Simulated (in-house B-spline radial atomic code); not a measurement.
Ionising the aluminium ion Al⁸⁺ with different functionals

Computed with a radial B-spline atomic code at the basis-set limit: scalar-relativistic (spin-free X2C) Hamiltonian, Fermi nucleus of rms radius 3.061 fm, spin-polarised at highest spin, spherical fractional occupations for the functionals, the average over the highest-spin determinants for Hartree-Fock. The ionisation energy is the difference of two self-consistent energies, [He] 2s2 2p1 → [He] 2s2, without Breit or QED terms; ε is the level of the shell that loses the electron (its least bound occupied spin orbital).

Hybrids are left out here: with spherical fractional occupations of an open shell their exact exchange keeps a self-interaction that integer-occupation calculations don't have.

```json
{"method": "Hartree-Fock", "rung": "Hartree-Fock", "ΔSCF (eV)": "?", "-ε(2p) (eV)": "?"}
{"method": "LDA VWN5", "rung": "LDA", "ΔSCF (eV)": "330.07", "-ε(2p) (eV)": "307.70"}
{"method": "LDA PW92", "rung": "LDA", "ΔSCF (eV)": "330.06", "-ε(2p) (eV)": "307.68"}
{"method": "LDA exchange-only", "rung": "LDA", "ΔSCF (eV)": "328.02", "-ε(2p) (eV)": "305.78"}
{"method": "PBE", "rung": "GGA", "ΔSCF (eV)": "330.26", "-ε(2p) (eV)": "307.85"}
{"method": "PBEsol", "rung": "GGA", "ΔSCF (eV)": "329.73", "-ε(2p) (eV)": "307.46"}
{"method": "BLYP", "rung": "GGA", "ΔSCF (eV)": "330.65", "-ε(2p) (eV)": "308.23"}
{"method": "RPBE", "rung": "GGA", "ΔSCF (eV)": "330.00", "-ε(2p) (eV)": "307.71"}
{"method": "PW91", "rung": "GGA", "ΔSCF (eV)": "330.57", "-ε(2p) (eV)": "308.18"}
{"method": "BP86", "rung": "GGA", "ΔSCF (eV)": "330.28", "-ε(2p) (eV)": "307.93"}
{"method": "AM05", "rung": "GGA", "ΔSCF (eV)": "329.53", "-ε(2p) (eV)": "307.32"}
{"method": "OLYP", "rung": "GGA", "ΔSCF (eV)": "330.02", "-ε(2p) (eV)": "308.19"}
{"method": "TPSS", "rung": "meta-GGA", "ΔSCF (eV)": "329.92", "-ε(2p) (eV)": "307.94"}
{"method": "SCAN", "rung": "meta-GGA", "ΔSCF (eV)": "329.44", "-ε(2p) (eV)": "308.09"}
{"method": "r2SCAN", "rung": "meta-GGA", "ΔSCF (eV)": "329.29", "-ε(2p) (eV)": "307.97"}
{"method": "revTPSS", "rung": "meta-GGA", "ΔSCF (eV)": "?", "-ε(2p) (eV)": "?"}
```

Question: What does revTPSS give?

Answer: ΔSCF 329.38 eV, and -ε(2p) = 307.48 eV.

Question: What does Hartree-Fock give?

Answer: ΔSCF 330.18 eV, and -ε(2p) = 330.86 eV.

Question: How do they compare with the NIST value?

Answer: NIST lists 330.21 eV ± 0.04 (semi-empirical, ground level to ground level). Errors run from -2.19 to +0.44 eV; Hartree-Fock is closest (-0.03 eV), though others lie within the uncertainty of it, and part of that can be cancellation, since the calculations leave out spin-orbit coupling, Breit-QED terms, multiplet and fine-structure energies. Hartree-Fock also lacks correlation.
